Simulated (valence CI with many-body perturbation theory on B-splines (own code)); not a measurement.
# Sensitivity of CI+MBPT for Ni XXIII

Calculated by valence CI with perturbative core correlation (CI+MBPT): four valence electrons over a frozen Dirac-Fock core [He], a basis of 6 s, 6 p, 5 d, 3 f, 1 g functions for each j, with the one-electron correlation potential Σ1, the two-electron term Σ2, the three-electron term Σ3, Breit, model QED; selected CI, second order for the rest, scaled by the run's own slope (own B-spline code, finite nucleus).

No measured levels were compared; by estimate levels of excited configurations hold to 0.05 to 0.15 % of their energy, terms of the ground configuration to about 0.5 %.

The reference run has the lowest level 2s2 2p2 3P_0 and an ionisation energy of 2010.80 eV. Its largest variational space holds 11446 state functions.

Names give the largest LS component (configuration and term), which can be under half, so a name can repeat, a term be missing and a line seem to break the LS rules; names also repeat where a configuration has a term twice.

Reference levels: 2s2 2p2 3P_1 109674, 2s2 2p2 3P_2 161952, 2s2 2p2 1D_2 324794, 2s2 2p2 1S_0 465301, 2s 2p3 5S°_2 585795, 2s 2p3 3D°_1 894309, 2s 2p3 3D°_2 899881, 2s 2p3 3D°_3 941132, 2s 2p3 3P°_0 1064920, 2s 2p3 3P°_1 1078700, 2s 2p3 3P°_2 1105080, 2s 2p3 3S°_1 1251180 cm⁻¹.

Question: Rank these changes by the mean size of the shift of these levels, smallest first.
A. cutoff of virtual states (hartree) 1568 → 38000
B. factor on the speed of light 1 → 0.9
C. scale of Σ1 1 → 0

Answer: A (92 cm⁻¹), C (830 cm⁻¹), B (66000 cm⁻¹).
